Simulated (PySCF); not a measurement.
**Shifts of the heteroatoms**

Molfile (atoms numbered from 1):
```
C3H3F3O
     RDKit          3D

 10  9  0  0  0  0  0  0  0  0999 V2000
    1.2129    0.2721   -0.4469 C   0  0  0  0  0  0  0  0  0  0  0  0
    0.1835    0.1750    0.6315 C   0  0  0  0  0  0  0  0  0  0  0  0
    0.3467    0.4657    1.7795 O   0  0  0  0  0  0  0  0  0  0  0  0
   -1.2055   -0.3376    0.1687 C   0  0  0  0  0  0  0  0  0  0  0  0
   -1.0808   -1.5058   -0.4750 F   0  0  0  0  0  0  0  0  0  0  0  0
   -2.0383   -0.5029    1.1776 F   0  0  0  0  0  0  0  0  0  0  0  0
   -1.7439    0.5412   -0.6876 F   0  0  0  0  0  0  0  0  0  0  0  0
    2.1342    0.6765   -0.0343 H   0  0  0  0  0  0  0  0  0  0  0  0
    1.3937   -0.7151   -0.8792 H   0  0  0  0  0  0  0  0  0  0  0  0
    0.8473    0.9112   -1.2548 H   0  0  0  0  0  0  0  0  0  0  0  0
  1  2  1  0
  2  3  2  0
  2  4  1  0
  4  5  1  0
  4  6  1  0
  4  7  1  0
  1  8  1  0
  1  9  1  0
  1 10  1  0
M  END
```

PySCF 2.14 calculation with NMR shieldings at B97-2/pcSseg-2/GIAO and geometry: PBE0-D3(BJ)/def2-TZVP; a single conformation, equivalent nuclei averaged, gas phase, relativity neglected.

Problem. What are the ¹⁹F shifts?

Solution. 
```tsv
atoms	environment	σ (ppm)	δ (ppm)
F5/F6/F7	fluorine of a CF3 group	267.8	-81.2
```

Shieldings were converted by a linear fit to measured shifts: ¹⁹F (scatter 4.2 ppm rms, 5.7 ppm with the 8 outliers that the fit left out vs CFCl3, solution or neat liquid, with a term for F on sp3 carbon). Occasional misses reach two or three times the rms, and more in compound classes unlike the fitted ones.

On a 400 MHz spectrometer ¹⁹F resonates near 376.4 MHz, so 1 ppm is 376.4 Hz.

Problem. Predict the ¹⁷O NMR data.

Solution. 
```tsv
atoms	environment	σ (ppm)	δ (ppm)
O3	ketone oxygen	-322.9	579.8
```

Shieldings were converted by a linear fit to measured shifts: ¹⁷O (scatter 12.2 ppm rms vs liquid water, solution or neat liquid). A few per cent of atoms miss by over 2 rms, more outside the fitted compound classes.

On a 400 MHz spectrometer ¹⁷O resonates near 54.2 MHz, so 1 ppm is 54.2 Hz.
